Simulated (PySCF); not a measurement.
Bromine: a sound run and one with changed settings

Sound run: Br+ [Ar] 3d10 4s2 4p4, Br(2+) [Ar] 3d10 4s2 4p3. Calculation: PySCF 2.14, in aug-cc-pVDZ-PP with ECP10MDF (5s4p3d, 32 functions); scalar relativity through the core potential. In the sound run the correlated levels freeze 3s2 3p6 3d10 outside the core potential. The sound run starts from symmetry-adapted Hartree-Fock orbitals and uses a fine grid where one is needed.

A second run was set up differently.

| species | method | sound run (hartree) | changed run (hartree) | converged |
| --- | --- | --- | --- | --- |
| Br+ | MP2 | -415.15450 | -415.17938 | yes |
| Br(2+) | MP2 | -414.39735 | -414.42093 | yes |

Ionisation energy of Br+:

```csv
method,sound run (eV),changed run (eV)
UHF,20.157,20.157
MP2,20.603,20.639
SCS-MP2,20.615,20.637
```

(1) What was changed?
A. level shift left on
B. too few SCF iterations
C. all electrons correlated in a valence basis
D. minimal basis

Answers

(1) C. A valence basis has no tight correlating functions, so it recovers only part of the core correlation, and not evenly between atom and ion.
